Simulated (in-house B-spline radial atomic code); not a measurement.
Au. Computed with a B-spline radial atomic code. Model: non-relativistic spherical atom: semilocal Troullier-Martins pseudo-atom, one channel per l, against all electrons, high spin, G0W0 and RPA with empty states to l = 8, local potential for every l without a channel, a model core (radius 0 = none) keeps its share of the functional.

The core holds an angular momentum without a channel of its own, so the local potential lets valence electrons into it.

Without relativity these are model numbers for so heavy an element.

What the tables leave out is listed at the end.

The pseudopotential gives back the lowest level of each angular momentum of its own functional in the configuration it was made in; a second state of the same l is only approximately right. Exact exchange, RPA and GW see the smooth pseudo-orbitals and miss the exchange with the core, for which the functional's share stands in. The column with an uncorrelated core keeps all orbitals and exact exchange, and so separates missing core correlation from pseudisation. Only the three outermost levels and the lowest empty one were computed. RPA here is direct RPA, with no exchange kernel, and its energies carry an (l + 1/2)⁻⁴ tail. A hybrid on a potential with a model core restores only its own semilocal share of the core's exchange.

Command:
```bash
python run_psgw.py task.json out
```
Settings (lengths in bohr, energies in hartree):
```
Z                      79
electrons              79
configuration          [Xe] 4f14 5d10 6s1
generated_in           [Xe] 4f14 5d10 6s1
functional             lda,vwn
core_shells            10
radius_factor          1
core_correction        False
ion_configuration      [Xe] 4f14 5d10
```

Cost of the run: 120 s on 1 thread of Arm Neoverse N1 (shared host).

Given: made with LDA VWN5; model core radius 0 bohr; local radius 0.978 bohr; mean-field start LDA VWN5.

Valence shells of the generating configuration: 5s, 5p, 5d, 6s.

Channel: s 0.936, p 0.995, d 1.215 (radii in bohr).

Computed: largest level miss in the spin-unpolarised generating configuration 0.1 eV; valence RPA correlation energy all-electron orbitals -1.1144 hartree; valence RPA correlation energy pseudo -1.3061 hartree; all-electron RPA polarisability, core included 41.262 bohr³; ionisation by mean-field pseudo minus all 0.136 eV; ionisation by RPA all-electron 7.6312 eV; ionisation by RPA pseudo minus all 0.098 eV.

```json
{"level": "6s up", "occupied": "1", "mean-field all-electron (eV)": "-4.672", "mean-field pseudo minus all (eV)": "-0.101", "G0W0 all-electron (eV)": "-7.5741", "G0W0 uncorrelated core minus all (eV)": "0.048", "G0W0 pseudo minus all (eV)": "-0.16", "exchange self-energy all-electron (eV)": "-10.674", "exchange self-energy pseudo (eV)": "-10.019"}
{"level": "6s down (empty)", "occupied": "0", "mean-field all-electron (eV)": "-4.0581", "mean-field pseudo minus all (eV)": "-0.102", "G0W0 all-electron (eV)": "-1.4939", "G0W0 uncorrelated core minus all (eV)": "0.045", "G0W0 pseudo minus all (eV)": "-0.101", "exchange self-energy all-electron (eV)": "-3.1461", "exchange self-energy pseudo (eV)": "-2.4085"}
```

Q: What is the pseudo-atom RPA polarisability?

A: 39.977 bohr³.

Q: What is the ionisation by mean-field all-electron?

A: 7.759 eV.

Given: mean-field start PBE0.

Computed: valence RPA correlation energy all-electron orbitals -1.0529 hartree; valence RPA correlation energy pseudo -1.231 hartree; all-electron RPA polarisability, core included 39.073 bohr³; pseudo-atom RPA polarisability 37.972 bohr³; ionisation by mean-field pseudo minus all 0.108 eV; ionisation by RPA all-electron 7.4836 eV.

| level | occupied | mean-field all-electron (eV) | mean-field pseudo minus all (eV) | G0W0 all-electron (eV) | G0W0 uncorrelated core minus all (eV) | G0W0 pseudo minus all (eV) | exchange self-energy all-electron (eV) | exchange self-energy pseudo (eV) |
| --- | --- | --- | --- | --- | --- | --- | --- | --- |
| 6s up | 1 | -4.9703 | -0.087 | -7.4354 | 0.048 | -0.119 | -10.206 | -9.5947 |
| 6s down (empty) | 0 | -2.6451 | -0.069 | -1.2473 | 0.042 | -0.065 | -2.6717 | -2.0454 |

Q: What is the ionisation by mean-field all-electron?

A: 7.1573 eV.

Q: What is the ionisation by RPA pseudo minus all?

A: 0.104 eV.

Given: mean-field start Hartree-Fock.

Computed: valence RPA correlation energy all-electron orbitals -0.91462 hartree; valence RPA correlation energy pseudo -1.0601 hartree; all-electron RPA polarisability, core included 34.44 bohr³; pseudo-atom RPA polarisability 33.359 bohr³; ionisation by mean-field all-electron 5.9305 eV; ionisation by RPA pseudo minus all 0.109 eV.

```
  level  occupied  mean-field all-electron (eV)  mean-field pseudo minus all (eV)  G0W0 all-electron (eV)  G0W0 uncorrelated core minus all (eV)  G0W0 pseudo minus all (eV)  exchange self-energy all-electron (eV)  exchange self-energy pseudo (eV)
  6s up         1                       -6.0397                            -0.106                 -7.1056                                   0.04                      -0.119                                 -8.9904                           -8.5702
5d down         1                        -14.13                             0.016                 -13.862                                  0.133                      -0.046                                 -33.391                           -28.641
  5d up         1                       -14.215                             0.011                 -13.961                                   0.13                       -0.05                                 -33.094                           -28.453
```

Q: What is the ionisation by mean-field pseudo minus all?

A: 0.1 eV.

Q: What is the ionisation by RPA all-electron?

A: 7.0959 eV.

Among the listed levels the largest G0W0 shift of the pseudo-atom is -0.16 eV, for 6s up on the LDA VWN5 start, while leaving the core uncorrelated moves that level by +0.05 eV. So pseudisation and the lost core exchange, not the missing core correlation, make the error. Not in the tables (levels of low weight, unsolved or above zero; the highest and the empty levels are kept at any weight): on LDA the G0W0 levels 5d down (pseudo minus all -0.03 eV, weights 0.17 and 0.04), 5d up (pseudo minus all -0.45 eV, weights 0.17 and 0.38); on PBE0 the G0W0 levels 5d down (pseudo minus all -0.10 eV, weights 0.73 and 0.74), 5d up (pseudo minus all -0.11 eV, weights 0.69 and 0.69).
